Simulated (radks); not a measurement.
The caesium anion Cs- inside a hard spherical wall (all orbitals vanish at R), configuration held at [Xe] 6s2 and not refilled when levels cross. Method: scalar-relativistic Kohn-Sham, PBE, spin-unpolarised, spherical densities, finite nucleus; Fermi nuclear charge, rms radius 4.8041 fm; computed with a radial shooting solver on a logarithmic mesh with Libxc functionals. Eigenvalues in eV, with the zero of energy where the potential of the charges vanishes at infinity; a dash marks a level that is unbound or too diffuse for the functional's potential to be trusted. A positive occupied level is held by the wall or, in an anion where self-interaction has pushed it up, behind a barrier. The pressure on the wall is -dE/dV.

R (bohr),E (hartree),kinetic (hartree),e(4d),e(5s),e(5p),e(6s),"e(5d, empty)","e(6p, empty)",pressure (GPa)
8,-7786.5449,8203.828,-67.428,-19.974,-6.852,3.788,5.853,6.172,2.14
6,-7786.2944,8204.592,-64.677,-17.462,-4.493,8.289,9.168,12.670,16.0
5,-7785.8884,8205.953,-61.460,-14.809,-1.977,14.464,12.858,20.992,60.3
4,-7784.6658,8210.165,-54.100,-9.173,3.790,30.161,21.185,40.468,314
3.5,-7783.1164,8215.305,-47.108,-3.736,9.812,47.260,29.740,60.454,829
3,-7779.8433,8225.568,-36.204,5.756,20.840,78.727,45.139,95.893,2480
2,-7751.5505,8307.787,13.554,72.902,99.460,281.42,145.41,312.62,40300
